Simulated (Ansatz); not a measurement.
Compare A (`CO[CH2][AlH][CH3]`) with its isomer B (`[CH3][Al]([CH3])[CH2]O`).

Computed with Ansatz on PBE0-D4/def2-TZVP structures; ΔE is electronic, products minus reactants. CCSD(T)/CBS is the MP2 limit (def2-TZVPP, def2-QZVPP) plus CCSD(T) − MP2 in def2-TZVPP, frozen cores. Functionals use def2-TZVPP. B3LYP here is the variant with VWN-RPA as its local correlation; programs differ in this. One conformer a species, not always the lowest.

(1) Which isomer does CCSD(T)/CBS put lower? Give the gap. (Estimate.)

(2) Give E(B) − E(A) in kJ/mol with BLYP-D4, CCSD/def2-TZVPP, LDA (SPW92), CCSD(T)/def2-TZVPP, CCSD(T)/def2-SVP, B2PLYP, B3LYP-D4. (Estimate.)

(3) Does the order hold for the free energy at 298.15 K (harmonic terms from PBE0-D4)? (An estimate is asked.)

Largest T1 diagnostic: 0.011.

Results:

(1) Ansatz gave: B, by 82.4 kJ/mol.

(2) Computed: BLYP-D4 -72.9, CCSD/def2-TZVPP -77.5, LDA (SPW92) -73.6, CCSD(T)/def2-TZVPP -77.7, CCSD(T)/def2-SVP -55.7, B2PLYP -78.6, B3LYP-D4 -74.7. None reverses the order clearly.

(3) The calculation gave: Yes: G(B) − G(A) = -88.1 kJ/mol, for one conformer each. Modes under 60 cm⁻¹, often nearly free rotors, make the harmonic entropy too high.

At CCSD(T), def2-SVP lies +26.7 kJ/mol from the extrapolated value and def2-TZVPP +4.6 kJ/mol. Leaving LDA and LC-ωPBE aside and taking each functional with its dispersion term where it has one, the values, not all of them listed here, spread over 13.6 kJ/mol, from PBE-QIDH to B97M-V. LDA lies +6.5 kJ/mol from PBE without D4.
